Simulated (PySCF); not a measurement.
Mg(F)(OH), SMILES [F][Mg][OH] (HFMgO) (B3LYP/def2-SVP optimised geometry):

```
4

Mg     0.473    -0.002     0.000
F      2.233    -0.002     0.000
O     -1.280     0.001    -0.013
H     -2.233     0.002    -0.019
```

Calculation: PySCF with B3LYP/def2-TZVP.

Problem. What are the frontier orbital energies and the dipole moment?

Solution. HOMO-2 -9.67 eV, HOMO-1 -8.03 eV, HOMO -8.03 eV, LUMO -1.74 eV, LUMO+1 0.47 eV; dipole moment 2.12 D.

On the same geometry PBE/def2-TZVP (PySCF) gives HOMO-2 -8.00 eV, HOMO-1 -6.62 eV, HOMO -6.62 eV, LUMO -2.14 eV, LUMO+1 0.10 eV; dipole moment 2.06 D.

Meta-Löwdin charges at B3LYP/def2-TZVP: Mg1 1.63, F2 -0.83, O3 -1.15, H4 0.35.
